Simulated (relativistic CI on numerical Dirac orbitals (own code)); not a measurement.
# Co²⁺ (3d7) in a crystal field

Calculated by Dirac-Coulomb-Breit CI, separate exchange-only KLI orbitals for each configuration, QED by a radiative potential, valence Slater integrals scaled by 0.9, one configuration in a parametric crystal field (own radial code). With so little scaling, terms lie 10 to 35 % too far apart, which can change the order of excited levels.

Field parameters in Wybourne normalisation: D3d B²₀ = −7Dσ, B⁴₀ = −14Dq − 21Dτ, B⁴₃ = −14√(10/7) Dq; D4h B²₀ = −7Ds, B⁴₀ = 21(Dq − Dt), B⁴₄ = 21√(5/14) Dq; Oh B⁴₀ = 21Dq, B⁴₄ = √(5/14) B⁴₀; Td as Oh with Dq negative (B⁴₀ = 21Dq, B⁴₄ = √(5/14) B⁴₀). The field is a parameter set, without covalency.

S is read from ⟨S²⟩ = S(S + 1).

Powder χT (cm³ K mol⁻¹) by Van Vleck's formula, with temperature-independent terms:

```tsv
Field	2 K	5 K	10 K	20 K	50 K	100 K	200 K	300 K
D3d, 10Dq = 16150, Dσ = 400, Dτ = 80 cm⁻¹	2.14	2.16	2.21	2.3	2.55	2.86	3.07	3.08
D4h, 10Dq = 13900, Ds = 1660, Dt = 1050 cm⁻¹	1.78	1.84	1.94	2.14	2.72	3.28	3.55	3.6
D4h, 10Dq = 21150, Ds = -10, Dt = 1040 cm⁻¹	2.3	2.32	2.35	2.4	2.57	2.79	2.91	2.89
Oh, 10Dq = 8650 cm⁻¹	1.88	1.91	1.97	2.07	2.38	2.87	3.43	3.6
Oh, 10Dq = 11650 cm⁻¹	1.84	1.87	1.92	2.02	2.32	2.8	3.34	3.49
Oh, 10Dq = 18450 cm⁻¹	1.77	1.8	1.85	1.96	2.27	2.74	3.21	3.29
Td, 10Dq = -3100 cm⁻¹	2.7	2.7	2.7	2.71	2.73	2.76	2.83	2.89
Td, 10Dq = -3400 cm⁻¹	2.63	2.63	2.64	2.64	2.66	2.69	2.75	2.81
```

**Question.** For D3d, 10Dq = 16150, Dσ = 400, Dτ = 80 cm⁻¹: what effective moment follows at 300 K?

**Answer.** μ_eff = √(8χT) = 4.97 μB. The ground level has S = 1.50; the spin-only moment for S = 3/2 is 3.88 μB. The difference comes from the orbital moment, spin-orbit mixing of terms and temperature-independent paramagnetism, all larger in this ionic model than in covalent complexes.
